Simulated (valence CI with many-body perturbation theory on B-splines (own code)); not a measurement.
# Level structure of As III

Level of theory: relativistic CI+MBPT: three valence electrons over a frozen Dirac-Fock core [Ar] 3d10, radial functions for each j: 9 s, 9 p, 8 d, 6 f, 3 g, 1 h, with the one-electron correlation potential Σ1 (screened to all orders), the two-electron term Σ2, the three-electron term Σ3, Breit, model QED; selected single and double excitations, second order for the rest, scaled by the run's own slope (own B-spline code, finite nucleus).

Against 13 measured levels this calculation errs by 215 cm⁻¹ on average and by 553 at most. These come from a selection out of Moore, Atomic Energy Levels, vol. II, NSRDS-NBS 35 (1971 reprint of NBS Circular 467, 1952), an old analysis. Levels without a partner in it may be off by more.

Levels 1 to 45 of 46, with energies above the lowest level, 4s²4p ²P°_1/2. "Leading %" is the weight of the configuration and term that name the level; weights of strongly mixed levels are sums over their largest components and can fall short, so below about 35 % the name and the second component can differ from the true leading terms, or belong to a minority configuration. In the jj column 3d3/2^4 stands for four electrons in 3d with j = 3/2. Lifetimes count E1, E2, E3, M1 and M2 decay at the calculated energies, and are blank where another channel may lead or the interval is too uncertain; long ones can be off by a factor of two.

| No. | Configuration | Term | J | E (cm⁻¹) | Leading % | Leading jj | g | Lifetime |
| --- | --- | --- | --- | --- | --- | --- | --- | --- |
| 1 | 4s²4p | ²P° | 1/2 | 0.0 | 96 | 4s^2 4p1/2 (96 %) | 0.666 |  |
| 2 | 4s²4p | ²P° | 3/2 | 2930 | 96 | 4s^2 4p3/2 (96 %) | 1.334 | 4.40 s |
| 3 | 4s4p² | ⁴P | 1/2 | 65116 | 98 | 4s 4p1/2^2 (49 %) | 2.668 | 600 ns |
| 4 | 4s4p² | ⁴P | 3/2 | 66284 | 99 | 4s 4p1/2 4p3/2 (89 %) | 1.734 | 3.69 μs |
| 5 | 4s4p² | ⁴P | 5/2 | 67977 | 98 | 4s 4p3/2^2 (59 %) | 1.599 | 1.32 μs |
| 6 | 4s4p² | ²D | 3/2 | 84995 | 80 | 4s 4p1/2 4p3/2 (55 %) | 0.801 | 8.34 ns |
| 7 | 4s4p² | ²D | 5/2 | 85317 | 79 | 4s 4p1/2 4p3/2 (47 %) | 1.203 | 10.6 ns |
| 8 | 4s²5s | ²S | 1/2 | 106604 | 87 | 4s^2 5s (87 %) | 1.991 | 229 ps |
| 9 | 4s4p² | ²S | 1/2 | 107505 | 83 | 4s 4p3/2^2 (48 %) | 1.931 | 856 ps |
| 10 | 4s4p² | ²P | 1/2 | 113869 | 89 | 4s 4p1/2 4p3/2 (59 %) | 0.750 | 142 ps |
| 11 | 4s4p² | ²P | 3/2 | 115363 | 88 | 4s 4p1/2 4p3/2 (45 %) | 1.293 | 135 ps |
| 12 | 4s²4d | ²D | 3/2 | 117527 | 72 | 4s^2 4d3/2 (72 %) | 0.840 | 139 ps |
| 13 | 4s²4d | ²D | 5/2 | 117617 | 79 | 4s^2 4d5/2 (79 %) | 1.200 | 145 ps |
| 14 | 4s²5p | ²P° | 1/2 | 131271 | 95 | 4s^2 5p1/2 (95 %) | 0.666 | 3.35 ns |
| 15 | 4s²5p | ²P° | 3/2 | 131988 | 95 | 4s^2 5p3/2 (95 %) | 1.334 | 3.16 ns |
| 16 | 4s²6s | ²S | 1/2 | 162336 | 96 | 4s^2 6s (96 %) | 2.002 | 649 ps |
| 17 | 4s²4f | ²F° | 7/2 | 163938 | 94 | 4s^2 4f7/2 (94 %) | 1.143 | 839 ps |
| 18 | 4s²4f | ²F° | 5/2 | 163947 | 94 | 4s^2 4f5/2 (94 %) | 0.857 | 843 ps |
| 19 | 4s²5d | ²D | 3/2 | 165333 | 95 | 4s^2 5d3/2 (95 %) | 0.800 | 592 ps |
| 20 | 4s²5d | ²D | 5/2 | 165419 | 95 | 4s^2 5d5/2 (95 %) | 1.200 | 619 ps |
| 21 | 4p³ | ²D° | 3/2 | 166065 | 50 | 4p1/2 4p3/2^2 (21 %) | 0.805 | 8.07 ns |
| 22 | 4p³ | ²D° | 5/2 | 166568 | 51 | 4p1/2 4p3/2^2 (51 %) | 1.200 | 8.00 ns |
| 23 | 4s²6p | ²P° | 1/2 | 172210 | 92 | 4s^2 6p1/2 (92 %) | 0.666 | 5.73 ns |
| 24 | 4s²6p | ²P° | 3/2 | 172514 | 92 | 4s^2 6p3/2 (92 %) | 1.335 | 5.69 ns |
| 25 | 4p³ | ⁴S° | 3/2 | 174115 | 96 | 4p1/2 4p3/2^2 (55 %) | 1.988 | 152 ps |
| 26 | 4s4p4d | ⁴F° | 3/2 | 176505 | 95 | 4s 4p1/2 4d3/2 (74 %) | 0.403 | 31.0 ns |
| 27 | 4s4p4d | ⁴F° | 5/2 | 177129 | 95 | 4s 4p1/2 4d3/2 (34 %) | 1.031 | 18.0 ns |
| 28 | 4s4p4d | ⁴F° | 7/2 | 178060 | 95 | 4s 4p1/2 4d5/2 (39 %) | 1.240 | 16.4 ns |
| 29 | 4s4p4d | ⁴F° | 9/2 | 179384 | 96 | 4s 4p3/2 4d5/2 (96 %) | 1.334 |  |
| 30 | 4s4p5s | ⁴P° | 1/2 | 180560 | 94 | 4s 4p1/2 5s (88 %) | 2.652 | 305 ps |
| 31 | 4s4p5s | ⁴P° | 3/2 | 181569 | 92 | 4s 4p1/2 5s (60 %) | 1.726 | 284 ps |
| 32 | 4s4p5s | ⁴P° | 5/2 | 183461 | 86 | 4s 4p3/2 5s (86 %) | 1.599 | 223 ps |
| 33 | 4p³ | ²P° | 1/2 | 184950 | 32 | 4p1/2 4p3/2^2 (32 %) | 0.670 | 3.42 ns |
| 34 | 4p³ | ²P° | 3/2 | 185193 | 40 | 4p3/2^3 (27 %) | 1.341 | 1.24 ns |
| 35 | 4s²7s | ²S | 1/2 | 186800 | 96 | 4s^2 7s (96 %) | 2.002 | 1.18 ns |
| 36 | 4s4p4d | ⁴D° | 3/2 | 186921 | 78 | 4s 4p1/2 4d3/2 (31 %) | 1.289 | 142 ps |
| 37 | 4s4p4d | ⁴D° | 1/2 | 186931 | 91 | 4s 4p1/2 4d3/2 (55 %) | 0.124 | 127 ps |
| 38 | 4s4p4d | ⁴D° | 5/2 | 186955 | 51 | 4s 4p1/2 4d5/2 (56 %) | 1.363 | 206 ps |
| 39 | 4s²5f | ²F° | 7/2 | 187031 | 92 | 4s^2 5f7/2 (92 %) | 1.147 | 1.54 ns |
| 40 | 4s²5f | ²F° | 5/2 | 187074 | 79 | 4s^2 5f5/2 (79 %) | 0.951 | 793 ps |
| 41 | 4s4p5s | ²P° | 1/2 | 187709 | 56 | 4s 4p1/2 5s (43 %) | 0.672 | 239 ps |
| 42 | 4s²6d | ²D | 3/2 | 188033 | 95 | 4s^2 6d3/2 (95 %) | 0.800 | 1.59 ns |
| 43 | 4s²6d | ²D | 5/2 | 188075 | 95 | 4s^2 6d5/2 (95 %) | 1.200 | 1.67 ns |
| 44 | 4s4p4d | ⁴D° | 7/2 | 188300 | 95 | 4s 4p3/2 4d5/2 (67 %) | 1.424 | 127 ps |
| 45 | 4s²5g | ²G | 7/2 | 188382 | 96 | 4s^2 5g7/2 (96 %) | 0.889 | 2.85 ns |

Names give the largest LS component (configuration and term), which can be under half, so a name can repeat, a term be missing and a line seem to break the LS rules; names also repeat where a configuration has a term twice.

Where two levels of one J and parity lie close, their mixing, g and order are uncertain.

The ionisation energy to 4s² ¹S0 of the next ion comes out as 28.31 eV (NIST: 28.349 ± 0.012 eV (measured)). All 46 levels together are meant to be complete up to 188850 cm⁻¹.
